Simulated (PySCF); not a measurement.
## Electron correlation in Ga (gallium, neutral)

[Ar] 3d10 4s2 5s1, 2S determinant (an excited configuration). Computed with PySCF 2.14 in x2c-TZVPPall with one added diffuse shell each of s, p, d type (7s6p5d1f, 57 functions), with scalar relativity by spin-free X2C-1e. Frozen: [Ne]; 21 electrons correlated.

| level | correlation energy (mhartree) |
| --- | --- |
| CCSD | -314.00 |
| (T) | -9.74 |
| CCSD(T) | -323.74 |

Diagnostics: T1 = 0.011, D1 = 0.0284, largest double amplitude 0.071.

The outer electron is Rydberg-like, and this basis confines it to a smaller radius and binds it less than a complete one would.

Cost of the coupled-cluster step: roughly 16 core-seconds, for 21 correlated electrons.

Iterations:

```
CC2 = 0
CCSD nocc = (np.int64(11), np.int64(10)), nmo = (52, 52)
frozen orbitals [[0, 1, 2, 3, 4], [0, 1, 2, 3, 4]]
max_cycle = 100
direct = 0
conv_tol = 1e-08
conv_tol_normt = 1e-06
diis_space = 8
diis_start_cycle = 0
Init t2, MP2 energy = -0.336809542795865
Init E_corr(UCCSD) = -0.336809542870278
cycle = 1  E_corr(UCCSD) = -0.294260636225503  dE = 0.0425489066  norm(t1,t2) = 0.0928416
cycle = 2  E_corr(UCCSD) = -0.317024300936254  dE = -0.0227636647  norm(t1,t2) = 0.0336414
cycle = 3  E_corr(UCCSD) = -0.312784611708141  dE = 0.00423968923  norm(t1,t2) = 0.0160739
cycle = 4  E_corr(UCCSD) = -0.31386088969389  dE = -0.00107627799  norm(t1,t2) = 0.00462577
cycle = 5  E_corr(UCCSD) = -0.314035486045926  dE = -0.000174596352  norm(t1,t2) = 0.000801028
cycle = 6  E_corr(UCCSD) = -0.314006992576248  dE = 2.84934697e-05  norm(t1,t2) = 0.00038698
cycle = 7  E_corr(UCCSD) = -0.31399378430995  dE = 1.32082663e-05  norm(t1,t2) = 0.000153087
cycle = 8  E_corr(UCCSD) = -0.314001995359112  dE = -8.21104916e-06  norm(t1,t2) = 6.11971e-05
cycle = 9  E_corr(UCCSD) = -0.314002756917961  dE = -7.61558849e-07  norm(t1,t2) = 2.11955e-05
cycle = 10  E_corr(UCCSD) = -0.314001261701538  dE = 1.49521642e-06  norm(t1,t2) = 8.03392e-06
cycle = 11  E_corr(UCCSD) = -0.314001608910903  dE = -3.47209365e-07  norm(t1,t2) = 3.39115e-06
cycle = 12  E_corr(UCCSD) = -0.314001642439095  dE = -3.35281918e-08  norm(t1,t2) = 3.75775e-06
cycle = 13  E_corr(UCCSD) = -0.314001693355781  dE = -5.09166863e-08  norm(t1,t2) = 4.53736e-06
cycle = 14  E_corr(UCCSD) = -0.314001629728981  dE = 6.36268003e-08  norm(t1,t2) = 5.33127e-07
cycle = 15  E_corr(UCCSD) = -0.31400166513476  dE = -3.54057789e-08  norm(t1,t2) = 1.22743e-07
cycle = 16  E_corr(UCCSD) = -0.314001664947067  dE = 1.87692306e-10  norm(t1,t2) = 4.47747e-08
UCCSD converged
E(UCCSD) = -1942.373343298088  E_corr = -0.3140016649470673
UCCSD(T) correction = -0.00974260583979004
```

This basis was not built for core-valence correlation, so the inner-shell part is incomplete.
